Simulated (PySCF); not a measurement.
C₂H₇BO₃, SMILES OCCB(O)O. Coordinates come from a PBE-D3(BJ)/def2-SVP optimisation. One conformer was computed; it need not be the lowest.

Computed equilibrium geometry at PBE-D3(BJ)/def2-SVP (PySCF confirms it by a frequency run) as Cartesian coordinates in Å (one conformer of several):
```xyz
13

O     -2.7024     0.0381     0.4747
C     -1.4569    -0.2887    -0.1204
C     -0.2590     0.4100     0.5351
B      1.1398     0.0674    -0.1334
O      2.1333     0.9936    -0.3698
O      1.3900    -1.2324    -0.4911
H     -2.6552    -0.2535     1.4038
H     -1.2736    -1.3904    -0.1370
H     -1.5415     0.0271    -1.1822
H     -0.1939     0.0799     1.6000
H     -0.4517     1.5046     0.5697
H      1.8654     1.8900    -0.1047
H      2.2803    -1.3168    -0.8813
```
